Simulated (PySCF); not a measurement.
## Ni (nickel, neutral) across methods

[Ar] 3d9 4s1, high-spin 3D determinant (an excited configuration). All numbers are calculated (PySCF 2.14, the spin-free X2C one-electron Hamiltonian (Gaussian nucleus), in aug-cc-pVDZ-DK (7s6p4d2f, 59 functions)).

```csv
method,E (hartree),mean ε 3d α (eV),mean ε 4s α (eV),mean ε 3d β (eV),Σ⟨r²⟩ (bohr²),⟨S²⟩
LDA,-1517.810,-5.269,-5.162,-4.154,32.41,2.000
PBE0,-1520.325,-7.033,-5.469,-5.863,32.28,2.000
BHandHLYP,-1520.503,-9.167,-5.922,-7.895,32.15,2.001
MN15,-1521.514,-8.501,-6.048,-7.333,32.93,2.005
PBE,-1520.340,-5.025,-4.970,-3.944,32.70,2.000
revPBE,-1520.493,-4.954,-4.904,-3.870,32.77,2.001
UHF,-1519.03420,-12.890,-6.590,-11.389,32.85,2.001
r2SCAN0,-1520.479,-7.137,-5.730,-5.927,31.94,2.001
r2SCAN,-1520.533,-5.104,-5.249,-3.942,32.18,2.001
```
